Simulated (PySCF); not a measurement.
Sn(OH)3 (H3O3Sn), SMILES [OH][Sn+]([OH])[OH], charge +1.

Geometry: PBE0-D3(BJ)/def2-SVP. The spin state was assumed, not searched. The isomer is the one that the SMILES or the coordinates give; other isomers of the formula were not compared. The def2 effective core potentials stand for the cores of Sn; spin–orbit coupling is left out. The values are those of a single conformer.

The numbers are results of PBE0-D3(BJ)/def2-SVP (PySCF), not measurements.

Frequencies are harmonic and unscaled.

```tsv
mode	ν (cm⁻¹)	IR (km/mol)	Raman (Å⁴/amu)	depolarisation	moving atoms (share of kinetic energy)
1	140	42.6	0.1	0.75	O 70 %, Sn 29 %
2	143	21.4	3.2	0.74	O 76 %, Sn 12 %, H 12 %
3	147	4.2	3.0	0.70	O 77 %, Sn 12 %, H 11 %
4	243	0.5	0.1	0.75	H 92 %
5	307	86.9	0.4	0.75	H 89 %, O 11 %
6	348	265.7	0.2	0.75	H 97 %
7	645	1.1	44.8	0.08	O 98 %
8	708	95.8	4.6	0.70	O 80 %, Sn 17 %
9	714	54.0	6.5	0.63	O 84 %, Sn 14 %
10	847	96.3	2.7	0.72	H 92 %
11	888	13.3	2.8	0.74	H 90 %
12	921	108.6	1.0	0.62	H 93 %
13	3794	414.2	51.9	0.38	H 94 %
14	3802	152.6	45.6	0.59	H 94 %
15	3813	293.6	192.4	0.16	H 94 %
```
